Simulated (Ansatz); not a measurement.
Reaction (redistribution): `N[SiH]([SiH3])BF` + `[SeH][SeH]` → `N[SiH]([SiH3])[SeH]` + `FB[SeH]`

Isolated molecules relaxed with PBE0-D4/def2-TZVP in Ansatz; ΔE leaves out vibrations. CCSD(T)/CBS is the MP2 limit (def2-TZVPP, def2-QZVPP) plus CCSD(T) − MP2 in def2-TZVPP, frozen cores. Functionals use def2-TZVPP. B3LYP here is the variant with VWN-RPA as its local correlation; programs differ in this. For Se outer-core shells are correlated without core-valence functions, which leaves a few kJ/mol of doubt a bond. Scalar relativity is left out up to krypton. Each species was taken in one conformer, which may not be the lowest.

`N[SiH]([SiH3])BF`:

```xyz
12

N     0.252    1.878    0.480
Si   -0.544    0.422    0.009
Si    0.256   -1.523    1.078
B    -0.320    0.126   -1.980
F     0.572    0.835   -2.657
H     0.380    2.121    1.448
H     1.010    2.223   -0.086
H    -2.000    0.489    0.338
H     0.218   -1.350    2.558
H     1.668   -1.802    0.691
H    -0.569   -2.712    0.726
H    -0.922   -0.707   -2.606
```

`[SeH][SeH]`:

Cartesian coordinates in Å:
```
Se -0.827 -0.025 0.965
Se 0.067 0.712 -1.051
H -0.707 -1.465 0.684
H 1.467 0.778 -0.598
```

`N[SiH]([SiH3])[SeH]`:

Z-matrix (Å, degrees):
```
Si
Si 1 2.339
Se 1 2.293 2 110.9
N 1 1.711 2 108.2 3 116.6
H 1 1.493 2 110.2 3 -115.2
H 2 1.491 1 111.7 3 -171.9
H 2 1.487 1 109.1 3 68.1
H 2 1.487 1 109.9 3 -51.5
H 3 1.468 1 92.7 2 -103.0
H 4 1.006 1 121.7 2 30.2
H 4 1.007 1 121.7 2 -174.3
```

`FB[SeH]`:

Cartesian coordinates in Å:
```
F 1.828 -0.193 -0.045
B 0.560 0.082 0.198
Se -0.770 -0.614 -1.022
H 0.268 0.742 1.148
H -1.886 -0.019 -0.279
```

```json
{"level": "PBE-D4", "ΔE (kJ/mol)": "-157.7", "difference from CCSD(T)/CBS": "16.3"}
{"level": "r2SCAN-D4", "ΔE (kJ/mol)": "-170.0", "difference from CCSD(T)/CBS": "4.0"}
{"level": "PBE0-D4", "ΔE (kJ/mol)": "-164.5", "difference from CCSD(T)/CBS": "9.5"}
{"level": "B3LYP-D4", "ΔE (kJ/mol)": "-159.3", "difference from CCSD(T)/CBS": "14.7"}
{"level": "ωB97X-V", "ΔE (kJ/mol)": "-163.6", "difference from CCSD(T)/CBS": "10.4"}
{"level": "ωB97M-V", "ΔE (kJ/mol)": "-167.8", "difference from CCSD(T)/CBS": "6.2"}
{"level": "PBE0", "ΔE (kJ/mol)": "-162.4", "difference from CCSD(T)/CBS": "11.6"}
{"level": "MP2/def2-TZVPP", "ΔE (kJ/mol)": "-186.2", "difference from CCSD(T)/CBS": "-12.2"}
{"level": "SCS-MP2/def2-TZVPP", "ΔE (kJ/mol)": "-176.3", "difference from CCSD(T)/CBS": "-2.3"}
{"level": "CCSD/def2-TZVPP", "ΔE (kJ/mol)": "-171.2", "difference from CCSD(T)/CBS": "2.8"}
{"level": "HF/def2-QZVPP", "ΔE (kJ/mol)": "-163.2", "difference from CCSD(T)/CBS": "10.8"}
{"level": "MP2/def2-QZVPP", "ΔE (kJ/mol)": "-186.4", "difference from CCSD(T)/CBS": "-12.4"}
{"level": "SCS-MP2/def2-QZVPP", "ΔE (kJ/mol)": "-176.4", "difference from CCSD(T)/CBS": "-2.4"}
{"level": "HF/CBS(def2)", "ΔE (kJ/mol)": "-162.9", "difference from CCSD(T)/CBS": "11.1"}
{"level": "MP2/CBS(def2)", "ΔE (kJ/mol)": "-187.8", "difference from CCSD(T)/CBS": "-13.8"}
{"level": "CCSD/CBS(def2)", "ΔE (kJ/mol)": "-172.8", "difference from CCSD(T)/CBS": "1.2"}
{"level": "CCSD(T)/CBS", "ΔE (kJ/mol)": "-174.0", "difference from CCSD(T)/CBS": "0"}
```

Largest T1 diagnostic among the species: 0.014.

From PBE to PBE0 (25 % exact exchange), in def2-TZVPP and without D4, ΔE moves by −7.1 kJ/mol. The D4 term adds −4.1 kJ/mol with B3LYP and −2.1 kJ/mol with PBE0; it sums over pairs of atoms, weighted by their polarisabilities, and B3LYP, whose exchange is more repulsive, gets the larger term.
